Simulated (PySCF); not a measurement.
# Field gradients at the hydrogen positions

Compound: C10H10.
Structure used (PBE0-D3(BJ)/def2-SVP), in Å, numbered top down from 1:
```xyz
20
C10H10 angstrom
C      3.4383    0.1944    1.3244
C      2.7549    0.0222    0.1863
C      1.2965    0.0211    0.0101
C      0.7865   -0.1114   -1.2974
C     -0.5837   -0.1203   -1.5850
C     -1.4312    0.0095   -0.4974
C     -0.9434    0.1381    0.8045
C      0.4057    0.1476    1.0993
C     -2.3305    0.2175    1.4067
C     -2.8771    0.0752   -0.0567
H      2.9462    0.3618    2.2862
H      4.5303    0.1750    1.3298
H      3.3254   -0.1337   -0.7366
H      1.5030   -0.2104   -2.1177
H     -0.9375   -0.2254   -2.6134
H      0.7819    0.2437    2.1202
H     -2.6003   -0.6089    2.0828
H     -2.5783    1.1690    1.9028
H     -3.4453    0.9442   -0.4246
H     -3.4719   -0.8330   -0.2427
```

Level: PBE0/pcSseg-1 (PySCF, non-relativistic); Q(2H) = 0.00286 b; rigid geometry, the same for H and D, with no vibrational averaging.

**Question.** Rank these positions by the coupling χzz of a deuteron there, largest first.
A. H12 (vinylic hydrogen)
B. H17 (methylene hydrogen)
C. H14 (aromatic hydrogen)

**Answer.** A (208 kHz), C (203 kHz), B (195 kHz).

**Question.** What are Vzz, η and χzz (234.96 MHz × Q × Vzz) at all hydrogens?

**Answer.** 
```csv
atom,bonded to,bond length (Å),Vzz (au),η,χzz (kHz)
H11,C1,1.093,0.3075,0.06,207
H12,C1,1.092,0.3091,0.06,208
H13,C2,1.096,0.2966,0.08,199
H14,C4,1.094,0.3019,0.09,203
H15,C5,1.093,0.3052,0.06,205
H16,C8,1.092,0.3059,0.07,206
H17,C9,1.101,0.2907,0.01,195
H18,C9,1.101,0.2907,0.01,195
H19,C10,1.102,0.2904,0.01,195
H20,C10,1.101,0.2904,0.01,195
```

**Question.** How does χzz go with the bond length over the 10 C–H bonds?

**Answer.** A straight-line fit has a slope of -12.0 kHz for each 0.01 Å, with a correlation coefficient of -0.97, over lengths from 1.092 to 1.102 Å. The longer bonds have the smaller couplings here.

One conformer (not necessarily the lowest) at the PBE0-D3(BJ)/def2-SVP geometry, without solvent, vibrations or thermal averaging. With so small a basis the couplings can be 20 % off.
